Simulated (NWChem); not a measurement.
Molecule: SnHCl2F; SMILES [SnH]([Cl])([Cl])[F]

Program: NWChem. The geometry was optimised at PBE0/def2-SVP. def2 effective core potentials on Sn; no spin-orbit coupling. Level M06-L/def2-SVP: energy and gradient on several grids; changes count from the extra-fine grid, which is no exact limit either.

Task: Which is the coarsest grid (xcoarse; medium; xfine; coarse; fine) from which on the energy stays within 100 μHa and each gradient component within 200 μHa/bohr of xfine?

Result: fine.
| grid | size of the energy change (μHa) | largest change of a gradient component (μHa/bohr) |
|---|---|---|
| xcoarse | 4000 | 20000 |
| coarse | 500 | 2000 |
| medium | 20 | 500 |
| fine | < 10 | 100 |
| xfine | < 10 | < 30 |
